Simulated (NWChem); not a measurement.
System: BSiH5O; SMILES B(O)[SiH3]

Here is an NWChem input.

```
start job
memory heap 200 mb stack 900 mb global 1100 mb
geometry units angstroms noautoz
  B     -0.573654    -0.768791    -0.001643
  H     -1.760466    -1.019218    -0.008992
  O      0.238005    -1.844412     0.002046
  H      1.177265    -1.628061     0.008955
  Si     0.093032     1.157974     0.000329
  H     -0.441208     1.908534     1.181947
  H     -0.361040     1.877265    -1.233548
  H      1.593482     1.234037     0.047589
end
basis spherical
  * library 6-31g*
end
dft
  xc xpbe96 cpbe96
  iterations 150
  mulliken
end
task dft energy
```

The geometry was optimised at PBE0/def2-SVP.

Q: What results follow from this input? (PBE/6-31G* (spherical d).) Quantities: energy (Ha); highest occupied level (eV); orbital gap (eV); dipole (D).

A: The energy (Ha) is -392.28. The highest occupied level (eV) is -6.39. The orbital gap (eV) is 4.64 and the dipole (D) is 1.42.
